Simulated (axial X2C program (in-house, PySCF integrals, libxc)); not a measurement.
## GeCN⁻: properties at the nuclei

Computed with an in-house all-electron X2C program for linear molecules (integrals from PySCF): two-component X2C with atomic mean-field Coulomb and Gaunt terms, Gaussian nuclei, basis Ge dyall-v3z, C dyall-v3z, N dyall-av3z with contracted cores.

Ge–C–N held linear, with bonds 1.991 and 1.168 Å (near the PBE0 minimum at charge -1 of the determinant lowest at the starting distance; the state shown can have its own minimum elsewhere, held linear; other orders of the atoms were not compared).

Input and command:
```json
{"zs": [32, 6, 7], "q": -1, "bas": ["dyall-v3z", "dyall-v3z", "dyall-av3z"], "r0": [1.91, 1.16], "symm": 0, "scan": ["PBE0", "HF", "TPSSh"], "levels": ["PBE0", "HF", "LDA"], "nst": 2}
```
```bash
python solin.py task.json out
```

Keys: zs atomic numbers; q charge; bas basis sets; r0 starting distance in Å; symm equal bonds; scan levels of the two-bond scan; levels methods; nst determinants followed.

Determinant lowest in the PBE0 search, Ω = 1 (⟨Sz⟩ = 1.00, ⟨Lz⟩ = 0.00 at PBE0), spin on the atoms Ge 0.98, C -0.10, N 0.12:

```csv
level,Eeff magnitude (GV/cm),Ws magnitude Ge (kHz),A∥/gI Ge (MHz),qzz Ge (a.u.),A∥/gI C (MHz),qzz C (a.u.),A∥/gI N (MHz),qzz N (a.u.)
PBE0,0.343,0.135,-320,-0.11,-14.9,-0.57,-8.79,-0.92
HF,0.839,0.342,-256,0.10,-30.5,-0.69,8.55,-1.06
LDA,0.124,0.0427,-289,-0.29,-15.3,-0.53,-13.8,-0.88
```

Determinant 0.61 eV from it at PBE0 and this distance, Ω = 0 (closed shell), highest spinor 83% Ge p, 8% N p, 5% C d:

| level | qzz Ge (a.u.) | qzz C (a.u.) | qzz N (a.u.) |
| --- | --- | --- | --- |
| PBE0 | -0.19 | -0.57 | -0.91 |
| HF | -0.02 | -0.70 | -1.07 |
| LDA | -0.32 | -0.53 | -0.87 |

Eeff is the effective electric field on the electron electric dipole moment in this Ω state and Ws the scalar–pseudoscalar constant of the nucleus named (defined with the proton number Z and per Ω); A∥ (defined per Ω) follows by multiplying with gI = μI/(I μN); qzz is the electric field gradient, eQq0 = 234.96 MHz × Q/barn × qzz. The operators were transformed with the bare-nucleus X2C matrices; with these basis sets, hyperfine constants and field gradients can be off by tens of per cent, and where levels differ in sign neither size nor sign is settled.

**Question.** With gI(73Ge) = -0.1954, Q(14N) = 0.02044 barn (g factors from the IAEA table of nuclear moments by Stone; Q from Pyykkö, Mol. Phys. 2018), turn the PBE0 values of the first state into constants in MHz.

**Answer.** A∥(73Ge) = -320 × -0.1954 = 62.5 MHz; eQq0(14N) = 234.96 × (0.02044) × (-0.92) = -4.42 MHz.

The molecule was held linear; bending was not examined, so a bent shape may lie lower.

Each state is one determinant with collinear spin, which with several unpaired electrons need not be a pure state. Unrestricted Hartree–Fock can overshoot spin polarisation at the nuclei. For an anion, determinants above electron detachment, or with a positive highest level, are held by the basis set. A closed determinant beside an open π² or δ² triplet, such as (π1/2)², mixes with its partner pair into the 0⁺ component of the triplet and ¹Σ⁺, so its energy is not that of a level, and 0⁺ can lie lowest. With several open shells hyperfine constants can be off by a factor of several. Where Eeff spreads by more than a factor of two the levels disagree and none is to be relied on. Open-shell Ω = 0 determinants with evenly filled partner blocks cannot be reached by this program, so the Ω shown need not be the lowest component. The search compared states at one distance, so a state with another bond length can lie lower. Where a field gradient or hyperfine factor spreads by more than a factor of two over the levels, a constant derived from it is not to be relied on. PBE0 term energies can be off by some tenths of an eV.
